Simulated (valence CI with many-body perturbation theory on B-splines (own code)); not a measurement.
# Ru13+ in brief

Computed by relativistic CI+MBPT: three valence electrons over a frozen Dirac-Fock core [Ar] 3d10, radial functions for each j: 11 s, 11 p, 9 d, 7 f, 5 g, 2 h, 1 i, with the one-electron correlation potential Σ1, the two-electron term Σ2, the three-electron term Σ3, Breit, model QED; selected CI, second order for the rest (own B-spline code, finite nucleus).

No measured levels were compared; by estimate levels hold to about 250 cm⁻¹ or 0.2 % of their energy and the worst to 1 %, as in measured heavy ions of charge 2 to 7; those with d or f electrons hold less well.

Names give the largest LS component (configuration and term), which can be under half, so a name can repeat, a term be missing and a line seem to break the LS rules; names also repeat where a configuration has a term twice.

Rates and lifetimes use the calculated energies. Strong lines usually hold to 10 to 20 %, long lifetimes can be off by a factor of two.

Q: What is the ground level?

A: 4s²4p ²P°_1/2, composition 98 % 4s²4p ²P°, g = 0.665.

Q: How is the term ²P° of the ground level split?

A: J = 1/2 at 0.00, J = 3/2 at 4.87 eV.

Q: What is the ionisation energy?

A: 296.72 eV; NIST lists 295.9 ± 0.09 eV (semi-empirical).

Q: What are the static dipole polarisabilities of the lowest levels?

A: 4s²4p ²P°_1/2 0.669; 4s²4p ²P°_3/2 0.688 (tensor 0.057) bohr³, of which the core gives 0.0419.

Q: How well does LS coupling describe the low levels?

A: Among the lowest 20 levels the leading LS term, summed over configurations, holds 86 % on average. For single configurations the figures are 82 % in LS and 79 % in jj coupling. Terms mix most in the J = 3/2 level at 70.71 eV, where the leading one holds 40 %.
